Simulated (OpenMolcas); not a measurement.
**Ni2+: ligand-field states by method**

Ni2+ with its 6 nearest oxide ions at 2.106 Å, on the Mg site of MgO (a = 4.2112 Å, distance in the model lattice 2.106 Å). The rest of the host is ab initio model potentials to 7.6 Å, with orthogonalisation functions on the cations behind the ligands, and point charges beyond; the distance is set by hand and nothing relaxes. Ligand basis ANO-RCC-VDZP.
```
Ni    0.0000    0.0000    0.0000
O     2.1060    0.0000    0.0000
O     0.0000    2.1060    0.0000
O    -2.1060    0.0000    0.0000
O     0.0000   -2.1060    0.0000
O     0.0000    0.0000    2.1060
O     0.0000    0.0000   -2.1060
```

* Program: OpenMolcas 26.06
* Basis: ANO-RCC-VTZP [6s5p3d2f1g]
* Scalar Hamiltonian: DKH2, point nucleus
* Active space: 8 electrons in 5 orbitals (3d)
* State averaging: 2S+1 = 3 even, 10 roots; 2S+1 = 1 even, 15 roots
* Spin-orbit coupling: state interaction with AMFI integrals over the reference wave functions

I. CASSCF
II. SS-CASPT2, IPEA 0.25 Eh, imaginary shift 0.1 Eh (closed shells correlated: 3s 3p and the ligand valence shells)

Spin-free states (labels of O, the rotations of Oh) in cm-1, each column counted from its own energy of the first state listed:

| State | Degeneracy | I | II |
| --- | --- | --- | --- |
| 3A2 | 1 | 0 | 0 |
| 3T2 | 3 | 7898 | 10330 |
| 3T1 | 3 | 13571 | 16140 |
| 1E | 2 | 18460 | 12730 |
| 1T2 | 3 | 25455 | 22830 |
| 3T1 | 3 | 29010 | 26750 |
| 1A1 | 1 | 29271 | 22880 |
| 1T1 | 3 | 32105 | 29520 |
| 1E | 2 | 37252 | 37600 |
| 1T2 | 3 | 37928 | 37710 |
| 1A1 | 1 | 70312 | 59220 |

From I to II, I's first state of the same spin (3T2) moves from 7898 to 10330 cm-1, by about +2400 cm-1.

From I to II, I's first state of another spin (1E) moves from 18460 to 12730 cm-1, by about -5700 cm-1.

I: A least-squares ligand-field fit to the states below 45000 cm-1, each weighted by its degeneracy and with a free common offset, gives 10Dq = 7773 cm-1, B = 1255 cm-1 and C = 4599 cm-1 (C/B = 3.66), with an rms deviation of 69 cm-1. 

χT at 300 K: I 1.37, II 1.29 cm3 K/mol.

Roots that are degenerate in the reference are averaged as groups; the widest CASPT2 spread within a group is 170 cm-1 (the 3-fold group of multiplicity 3 near 10300 cm-1 above the lowest state of its run, II). Shifts and gaps below about the spread of the groups concerned are not significant. Over all roots computed the reference weight is 0.68 to 0.71 in II; a low but even weight reflects the number of correlated electrons. Ligand-to-metal charge-transfer states are missing. Without dynamic correlation the repulsion within the d shell is too large (B by tens of per cent), so at a given field states of lower spin stand too high (holds for I). With no ligand orbital active B as a rule stays too high, so bands that hang on it stand too high and its fall with covalency is understated (holds for I). With metal d orbitals alone and no dynamic correlation 10Dq can be off by a tenth to a fifth, either way, in oxide and fluoride hosts (holds for I). A single d shell leaves out the double-shell effect, which counts most for late 3d ions, where the CASPT2 field can be off either way by tens of per cent (holds for II). These CASPT2 states fit no ligand-field parameters well, so their order and spin gaps are uncertain (holds for II). For late 3d ions with one d shell CASPT2 can put B and the spin-flip bands somewhat low as well as high (holds for II). With one d shell and no ligand orbital active, 10Dq can be off by tens of per cent for divalent 3d ions, low with halides held by bare charges and at times high in hosts, and the orbital part of g and χT goes as 1/10Dq (holds for II). Free-ion shares, where given, are those of the reference states; single-state CASPT2 does not remix them (holds for II). The distance lies 1 % over the 2.082 Å that this model takes as the normal distance (a Shannon-type radius plus a fixed donor radius, weighted with the host); by an R⁻⁵ law this alone changes a d-shell field by about -6 %. No measured value stands beside these numbers; the geometry was set by hand and not optimised.
